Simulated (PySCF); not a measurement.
Z-matrix (Å, degrees):
```
C
C 1 1.3345
H 1 1.0834 2 117.07
H 2 1.0853 1 119.54 3 1.37
N 2 1.3858 4 113.68 1 176.58
H 5 1.0066 2 115.15 4 33.73
H 5 1.0080 6 112.02 2 -134.72
C 1 1.4931 3 117.83 2 -178.45
H 8 1.0923 1 111.12 3 -33.16
H 8 1.0951 9 106.86 1 122.82
H 8 1.0963 9 106.99 10 114.27
```
Charge 0, multiplicity 1.

Question: What is the computed HOMO–LUMO gap, LUMO and HOMO (PBE-D3(BJ)/def2-TZVP // PBE0-D3(BJ)/def2-TZVP run with PySCF)?

Answer: 
The HOMO–LUMO gap is 4.80 eV and the LUMO comes out as 0.20 eV. The HOMO is -4.60 eV.
